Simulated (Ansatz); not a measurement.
A run for Ansatz (a program for electronic structure): R-r2SCAN/def2-TZVPPD on C2HNO2 (a complex), monomers drawn apart or pushed together. Files ending in .json are basis or fitting sets from the Basis Set Exchange.

Ansatz 0.2 input:
```yaml
crystal:
  periodic: [false, false, false]
  atoms:
    - {symbol: O, position_ang: [-0.23082593, 1.15738675, -0.46667028]}
    - {symbol: C, position_ang: [-0.02348325, 0.02262111, -0.34863643]}
    - {symbol: O, position_ang: [0.18303087, -1.11515204, -0.26256003]}
    - {symbol: C, position_ang: [0.15410813, 0.64058017, 6.15746035]}
    - {symbol: N, position_ang: [0.12278427, 0.53170676, 5.01777787]}
    - {symbol: H, position_ang: [0.18330305, 0.74205841, 7.21903598]}
basis:
  gaussian:
    orbitals: def2-TZVPPD.json
hamiltonian:
  xc: {name: r2SCAN}
scf: {lower_state_search: off}
```

The log:

```
WARN ansatz: RAYON_NUM_THREADS=1 ignored (pool sized by the plan → 1); use --threads N
Functional definition: r2SCAN
these checks for a lower state are left out or cut short: stability, starts, cluster_reference, orbital_swaps, neighbouring_geometries, increment
integrals: 0.08 GiB planned
954 factors; their error is unknown
mean field: 0.67 GiB planned
mean field evaluation 1: about -7665.3354 eV, gradient 6.8e1 eV
mean field evaluation 2: about -7648.2551 eV, gradient 1.1e2 eV
mean field evaluation 4: about -7672.9952 eV, gradient 1.1e1 eV
mean field evaluation 8: about -7673.2221 eV, gradient 1.9e-1 eV
mean field evaluation 16: about -7673.2108 eV, gradient 3.9e-4 eV
mean field -7673.21075468 eV, -281.9852941454 hartree, gradient 2.7e-6 eV, S^2 0.000000; 0 other end points of the search recorded, 0 dependent functions left out
reference -7673.21077645 eV, -281.9852949454 hartree; 18, 18 occupied and 190, 190 virtual orbitals, 954 factors
Total energy: -7673.21077645 eV, -281.9852949454 hartree
Checks for a lower state left out: stability, starts, cluster_reference, orbital_swaps, neighbouring_geometries, increment
```

The calculation finished and met its thresholds.

Cost: around 3 core-seconds (rough).
